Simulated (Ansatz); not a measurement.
The molecule BS, multiplicity 2 (the spin of the measured ground state).

D_e counts from the fitted minimum to each atom's lowest state at the same level, without counterpoise.

Run with Ansatz (an electronic-structure program) with Gaussian orbitals. 

Q: One of these levels gives 5.773 eV for the bond energy D_e. Which one is it?
A. PBE/def2-TZVPP
B. B3LYP/def2-TZVPP
C. SVWN5/def2-TZVPP

A: B, B3LYP/def2-TZVPP. The others give 7.059 (SVWN5/def2-TZVPP), 6.269 (PBE/def2-TZVPP)
